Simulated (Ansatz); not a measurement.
Basis-set extrapolation for `CC[C@@H]1CCC[C@H]1C` (PBE0-D4/def2-TZVP geometry, frozen core, the Gaussian-basis code of Ansatz). Multiplicity 1, RHF reference.

```tsv
	def2-TZVPP	def2-QZVPP
HF	-312.380500	-312.394835
MP2 correlation	-1.394627	-1.480006
CCSD(T) correlation	-1.534704	not run
```

Energies in hartree. Use E(X) = E(∞) + A·exp(−7.88·√X) for Hartree–Fock and E(X) = E(∞) + B·X^(−2.97) for correlation, with X = 3 and 4, and add CCSD(T) minus MP2 of the smaller set to the MP2 limit.

What is the CCSD(T) energy at the basis-set limit?

HF limit: -312.394835 + (-0.014335) × 0.13774 = -312.39681. MP2 limit: -1.480006 + (-0.085379) × 0.74074 = -1.54325. Higher-order term: -1.534704 − (-1.394627) = -0.14008. Total: -314.08014 hartree, 103.5 kcal/mol below CCSD(T)/def2-TZVPP.
